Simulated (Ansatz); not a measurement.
Consider the redistribution: `[SH][In]([SH])[SH]` + `[NH2][Ga]([F])[F]` → `[F][In]([SH])[SH]` + `[NH2][Ga]([F])[SH]`.

Calculated with Ansatz (gas phase, PBE0-D4/def2-TZVP geometries, no zero-point term in ΔE). CBS: MP2 limit from def2 TZ/QZ plus the TZ coupled-cluster correction, frozen cores. Functionals use def2-TZVPP. def2 core potentials past Kr. For Ga, In outer-core shells are correlated without core-valence functions, which leaves a few kJ/mol of doubt a bond. Scalar relativity is left out up to krypton. One conformer a species, not always the lowest.

Problem. Is it downhill or uphill in electronic energy at CCSD(T)/CBS, and by how much? (An estimate is asked.)

Solution. The calculation gave: Uphill: ΔE = +0.20 eV.

Problem. What do these levels give: PBE-D4, r2SCAN-D4, PBE0-D4, ωB97M-V, B2PLYP, PBE, r2SCAN, MP2/def2-TZVPP, CCSD/def2-TZVPP, CCSD(T)/def2-TZVPP, HF/CBS(def2), CCSD/CBS(def2)? (An estimate is asked.)

Solution. Computed: PBE-D4 0.15, r2SCAN-D4 0.18, PBE0-D4 0.21, ωB97M-V 0.20, B2PLYP 0.23, PBE 0.14, r2SCAN 0.18, MP2/def2-TZVPP 0.33, CCSD/def2-TZVPP 0.29, CCSD(T)/def2-TZVPP 0.28, HF/CBS(def2) 0.30, CCSD/CBS(def2) 0.20 eV.

Largest T1 diagnostic among the species: 0.015.

From PBE to PBE0 (25 % exact exchange), in def2-TZVPP and without D4, ΔE moves by +0.06 eV.
